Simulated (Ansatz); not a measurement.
AsF2 (SMILES F[As]F) moved off its minimum; all values from Ansatz (a program for electronic structure), cores frozen in correlated methods. Open shells are unrestricted.
(charge 0, multiplicity 2)
```xyz
3

F     -1.34193    -0.86861    -0.06065
As     0.12221     0.30060     0.19626
F      1.39765    -0.65587    -0.01528
```

```tsv
level	largest force (eV/Å)	on atom	rms difference from CCSD(T)/cc-pVTZ (eV/Å)	dipole (D)
HF/def2-TZVPP	5.46	As2	0.590	2.87
PBE/def2-TZVPP	6.35	As2	0.480	2.26
r2SCAN/def2-TZVPP	5.90	As2	0.116	2.31
B3LYP/def2-TZVPP	6.10	As2	0.258	2.50
wB97M-V/def2-TZVPP	6.00	As2	0.061	2.56
MP2/cc-pVTZ	6.07	As2	0.026	2.37
CCSD(T)/cc-pVTZ	6.02	As2	0.000	2.35
```

The differences count from one level among others, with limits of its own. Forces at CCSD(T)/cc-pVTZ (eV/Å):

```json
[
 {"atom": "F1", "Fx": "2.387", "Fy": "1.471", "Fz": "0.323"},
 {"atom": "As2", "Fx": "-5.799", "Fy": "1.586", "Fz": "0.353"},
 {"atom": "F3", "Fx": "3.411", "Fy": "-3.058", "Fz": "-0.676"}
]
```
